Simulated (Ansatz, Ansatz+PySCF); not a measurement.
```xyz
4

C     0.0005    0.0080   -0.5287
O     0.0080    0.0060    0.6729
H    -0.0075   -0.9478   -1.1189
H    -0.0077    0.9505   -1.1269
```

Basis set: def2-SVP (spherical functions). Frozen core: 2 orbitals. Charge 0, multiplicity 1.

Computed with Ansatz (development build ahead of 0.2.0); each method stands on the lowest determinant of its kind that the runs found. Restricted open shells among the atoms or ions are ROHF, correlated in semicanonical orbitals with singles.

The atomization energy at this shape (free ground-state atoms in the same class of orbitals less the molecule, no zero-point energy) of singlet CH₂O:

```csv
method,atomization energy
RHF-CCSD(T),1493.3 kJ/mol
RHF-MP2,1522.2 kJ/mol
UHF,1087.9 kJ/mol
```

Problem. What does RHF give?

Solution. 1111.7 kJ/mol.
